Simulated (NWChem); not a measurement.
System: C2H7B; SMILES BCC

NWChem input:

```
start job
memory heap 200 mb stack 900 mb global 1100 mb
geometry units angstroms noautosym nocenter noautoz
  B     -0.276465    -1.433476    -0.010825
  H      0.289713    -2.478522     0.225417
  H     -1.440770    -1.474763    -0.348749
  C      0.512154    -0.095326     0.027354
  C     -0.255781     1.220062     0.019260
  H      1.100316    -0.205291    -0.916293
  H      1.297563    -0.114406     0.803561
  H     -0.807286     1.362915     0.961762
  H     -0.997885     1.246012    -0.793761
  H      0.406094     2.091372    -0.105093
end
basis spherical
  * library def2-svp
end
dft
  xc hfexch
  iterations 150
end
property
  efieldgrad
end
task dft property
```

NWChem printed, in part:

```
             Northwest Computational Chemistry Package (NWChem) 7.3.0
             --------------------------------------------------------

                             Geometry "geometry" -> ""
                             -------------------------

 Output coordinates in angstroms (scale by  1.889725989 to convert to a.u.)

  No.       Tag          Charge          X              Y              Z
 ---- ---------------- ---------- -------------- -------------- --------------
    1 B                    5.0000    -0.27646500    -1.43347600    -0.01082500
    2 H                    1.0000     0.28971300    -2.47852200     0.22541700
    3 H                    1.0000    -1.44077000    -1.47476300    -0.34874900
    4 C                    6.0000     0.51215400    -0.09532600     0.02735400
    5 C                    6.0000    -0.25578100     1.22006200     0.01926000
    6 H                    1.0000     1.10031600    -0.20529100    -0.91629300
    7 H                    1.0000     1.29756300    -0.11440600     0.80356100
    8 H                    1.0000    -0.80728600     1.36291500     0.96176200
    9 H                    1.0000    -0.99788500     1.24601200    -0.79376100
   10 H                    1.0000     0.40609400     2.09137200    -0.10509300

 Effective nuclear repulsion energy (a.u.)      68.5074953238

  xc_inp: hfexch multiplicative factor not found.
                              NWChem Property Module
                              ----------------------

  itol2e modified to match energy
  convergence criterion.

                                 NWChem DFT Module
                                 -----------------

 Summary of "ao basis" -> "ao basis" (spherical)
 ------------------------------------------------------------------------------
       Tag                 Description            Shells   Functions and Types
 ---------------- ------------------------------  ------  ---------------------
 B                          def2-svp                 6       14   3s2p1d
 H                          def2-svp                 3        5   2s1p
 C                          def2-svp                 6       14   3s2p1d

  itol2e modified to match energy
  convergence criterion.

            General Information
            -------------------
          SCF calculation type: DFT
          Wavefunction type:  closed shell.
          No. of atoms     :    10
          No. of electrons :    24
           Alpha electrons :    12
            Beta electrons :    12
          Charge           :     0
          Spin multiplicity:     1
          Use of symmetry is: off; symmetry adaption is: off
          Maximum number of iterations: 150
          AO basis - number of functions:    77
                     number of shells:    39
          Convergence on energy requested:  1.00D-07
          Convergence on density requested:  1.00D-05
          Convergence on gradient requested:  5.00D-04

              XC Information
              --------------
                     Hartree-Fock (Exact) Exchange  1.000

      Superposition of Atomic Density Guess
      -------------------------------------

 Sum of atomic energies:        -103.24856878

      Non-variational initial energy
      ------------------------------

 Total energy =    -105.089081
 1-e energy   =    -271.505570
 2-e energy   =      97.908994
 HOMO         =      -0.364188
 LUMO         =      -0.029542

   convergence    iter        energy       DeltaE   RMS-Dens  Diis-err
 ---------------- ----- ----------------- --------- --------- ---------
 d= 0,ls=0.0,diis     1   -104.3621183012 -1.73D+02  5.04D-03  1.95D-01
 d= 0,ls=0.0,diis     2   -104.3963665463 -3.42D-02  1.59D-03  1.54D-02
 d= 0,ls=0.0,diis     3   -104.3992516984 -2.89D-03  5.50D-04  2.55D-03
 d= 0,ls=0.0,diis     4   -104.3996743618 -4.23D-04  1.30D-04  3.36D-05
 d= 0,ls=0.0,diis     5   -104.3996865236 -1.22D-05  2.98D-05  1.47D-06
 d= 0,ls=0.0,diis     6   -104.3996871339 -6.10D-07  7.49D-06  7.91D-08
 d= 0,ls=0.0,diis     7   -104.3996871674 -3.35D-08  1.21D-06  3.64D-09

[...]

          -----------------------
          Electric field gradient
          -----------------------

 1 a.u. = 0.324123 10**(16) esu/cm**3  ( or statvolts/cm**2 ) = 0.97174 10**(22) v/m**2

 ------------------------------------------------------------
   Atom      X         Y         Z
 ------------------------------------------------------------
    1 B   -0.52244  -2.70888  -0.02046
 ------------------------------------------------------------

 Electric field gradient in molecular frame (a.u.)
         XX             YY             ZZ             XY             XZ             YZ
 ------------------------------------------------------------------------------------------
        0.196475       0.306179      -0.502654       0.044215       0.223325      -0.045299

 Principal components (a.u.) and orientation
 of principal axis w.r.t. absolute frame                      Asymmetry parameter eta
 --------------------------------------------------------------------------------------
       -0.571464       0.323902       0.247562                       0.133586

       -0.282052       0.429301       0.857990
        0.063619       0.900700      -0.429757
        0.957287       0.066630       0.281356

 ------------------------------------------------------------
   Atom      X         Y         Z
 ------------------------------------------------------------
    2 H    0.54748  -4.68373   0.42598
 ------------------------------------------------------------

 Electric field gradient in molecular frame (a.u.)
         XX             YY             ZZ             XY             XZ             YZ
 ------------------------------------------------------------------------------------------
        0.045512      -0.131269       0.085757       0.137601      -0.023672       0.056086

 Principal components (a.u.) and orientation
 of principal axis w.r.t. absolute frame                      Asymmetry parameter eta
 --------------------------------------------------------------------------------------
       -0.218487       0.122147       0.096340                       0.118114

       -0.467017       0.831383      -0.301160
        0.862407       0.503480       0.052551
       -0.195318       0.235180       0.952124

 ------------------------------------------------------------
   Atom      X         Y         Z
 ------------------------------------------------------------
    3 H   -2.72266  -2.78690  -0.65904
 ------------------------------------------------------------

 Electric field gradient in molecular frame (a.u.)
         XX             YY             ZZ             XY             XZ             YZ
 ------------------------------------------------------------------------------------------
       -0.192563       0.121130       0.071433      -0.010861      -0.083810      -0.004477

 Principal components (a.u.) and orientation
 of principal axis w.r.t. absolute frame                      Asymmetry parameter eta
 --------------------------------------------------------------------------------------
       -0.217326       0.121596       0.095730                       0.119017

        0.959652      -0.019378      -0.280522
        0.034487       0.998202       0.049025
        0.279067      -0.056721       0.958595

 ------------------------------------------------------------
   Atom      X         Y         Z
 ------------------------------------------------------------
    4 C    0.96783  -0.18014   0.05169
 ------------------------------------------------------------

 Electric field gradient in molecular frame (a.u.)
         XX             YY             ZZ             XY             XZ             YZ
 ------------------------------------------------------------------------------------------
        0.022292       0.113446      -0.135738       0.121574       0.017643      -0.030973

 Principal components (a.u.) and orientation
 of principal axis w.r.t. absolute frame                      Asymmetry parameter eta
 --------------------------------------------------------------------------------------
        0.198424      -0.148381      -0.050043                       0.495596

        0.564276      -0.262549       0.782726
        0.824269       0.232687      -0.516176
       -0.046609       0.936443       0.347710

 ------------------------------------------------------------
   Atom      X         Y         Z
 ------------------------------------------------------------
    5 C   -0.48336   2.30558   0.03640
 ------------------------------------------------------------

 Electric field gradient in molecular frame (a.u.)
         XX             YY             ZZ             XY             XZ             YZ
 ------------------------------------------------------------------------------------------
        0.000250       0.000078      -0.000329       0.003820       0.000877       0.003415

 Principal components (a.u.) and orientation
 of principal axis w.r.t. absolute frame                      Asymmetry parameter eta
 --------------------------------------------------------------------------------------
        0.005613      -0.004672      -0.000941                       0.664622

        0.561172      -0.483581      -0.671740
        0.679172       0.732901       0.039770
        0.473087      -0.478545       0.739718

 ------------------------------------------------------------
   Atom      X         Y         Z
 ------------------------------------------------------------
    6 H    2.07930  -0.38794  -1.73154
 ------------------------------------------------------------

 Electric field gradient in molecular frame (a.u.)
         XX             YY             ZZ             XY             XZ             YZ
 ------------------------------------------------------------------------------------------
        0.028076       0.135070      -0.163146       0.024585       0.190720      -0.033607

[...]
```

Level: Hartree-Fock/def2-SVP. Structure relaxed at the PBE0/def2-SVP level. NWChem prints the field gradient with the sign opposite to the second derivative of the potential.
